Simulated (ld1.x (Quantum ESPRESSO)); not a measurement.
# Before and after: TM potential for Au

```
Element                 : gold
Generator               : ld1.x (Quantum ESPRESSO) 7.5
Type                    : norm-conserving Troullier–Martins (Kleinman–Bylander form)
Functional              : LDA (PZ)
Relativity              : scalar-relativistic
Frozen core             : [Kr] 4d10 4f14 5s2
Valence charge          : 17
Reference configuration : 5p6 5d10 6s1 6p0
Partial waves           : 5p (bound): rc 0.95 bohr; 5d (bound): rc 1.50 bohr; 6s (bound): rc 1.85 bohr
Local potential         : the s channel
Core correction         : none
```

Change: wave 5d (bound): rc 1.50 bohr becomes 5d (bound): rc 1.76 bohr.

Cutoffs: the cutoffs (Ry, on a coarse ladder) from which the occupation-weighted sum of valence levels, in a spherical-Bessel basis at the reference potential, stays within 10 and 1 mRy of its value at 400 Ry; they do not see the model core or the augmentation charge, which bear on the density cutoff. Errors are all-electron minus pseudo energies relative to the spin-unpolarised reference configuration.

Task: How do hardness, ghosts and transferability respond?

Result: The potential gets neither clearly harder nor softer (160 Ry and 260 Ry → 160 Ry and 260 Ry); the errors of the 9 common tests hardly move; neither file shows a bound ghost.

```tsv
quantity	base	changed
cutoff, loose	160 Ry	160 Ry
cutoff, tight	260 Ry	260 Ry
loose cutoff by channel (10 mRy a level)	p 110 Ry, d 35 Ry, s 18 Ry	p 110 Ry, d 40 Ry, s 18 Ry
bound ghosts	none	none
error for 5p6 5d10 6s0 6p0, meV [ΔE 9.77 eV]	-9.1	-9.2
error for 5p6 5d9 6s0 6p0, meV [ΔE 31.28 eV]	-37	-36
error for 5p6 5d8 6s0 6p0, meV [ΔE 65.44 eV]	-159	-160
error for 5p6 5d10 6s0.5 6p0, meV [ΔE 3.95 eV]	-2.6	-2.6
error for 5p6 5d9 6s1 6p1, meV [ΔE 7.52 eV]	-585	-585
error for 5p5 5d10 6s1 6p0, meV [ΔE 66.40 eV]	-204	-201
error for 5p6 5d10 6s0 6p1, meV [ΔE 5.40 eV]	-448	-448
error for 5p6 5d10 6s1 6p0 (spin-polarised), meV [ΔE -0.13 eV]	+0.1	0.0
error for 5p6 5d9 6s0 6p0 (spin-polarised), meV [ΔE 31.13 eV]	-14	-14
s: phases at 2.01 bohr within 0.05 rad from the reference energy up to (Ry; the scan ends near 5)	0.5	0.5
p: phases at 2.01 bohr within 0.05 rad from the reference energy up to (Ry; the scan ends near 5)	-1.2	-1.2
d: phases at 2.01 bohr within 0.05 rad from the reference energy up to (Ry; the scan ends near 5)	2.6	2.6
```
